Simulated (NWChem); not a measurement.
CH₅AlO₂; SMILES [Al]([CH3])([OH])[OH]

```xyz
9

Al    -0.0078    -0.0439     0.0016
C     -0.1872    -1.9707     0.0007
H      0.2356    -2.4008    -0.9220
H     -1.2394    -2.2846     0.0714
H      0.3646    -2.4194     0.8423
O     -1.4155     0.9174    -0.0009
H     -1.4832     1.8719    -0.0049
O      1.5582     0.6288     0.0019
H      1.8136     1.5508    -0.0022
```
Atoms are numbered in this order, from 1.

Results from NWChem. Pople sets run with spherical d functions. STO-3G and 3-21G are far too small for this property and stand as cheap habits. The geometry was optimised at PBE0/def2-SVP. Field at 589 nm.

### Question
Order these runs by computing time, cheapest first, and give rough ratios: B3LYP/def2-SVPD; B3LYP/6-31G*; B3LYP/aug-cc-pVDZ; B3LYP/STO-3G.

### Answer
B3LYP/STO-3G (1), B3LYP/6-31G* (4), B3LYP/def2-SVPD (10), B3LYP/aug-cc-pVDZ (90). Ratios are rough, from one shared machine; the cheapest took roughly 10 core-seconds. What differs between the cheapest and the dearest: isotropic polarisability (bohr³) 21.0 → 48.3; anisotropy (bohr³) 16.0 → 12.0.
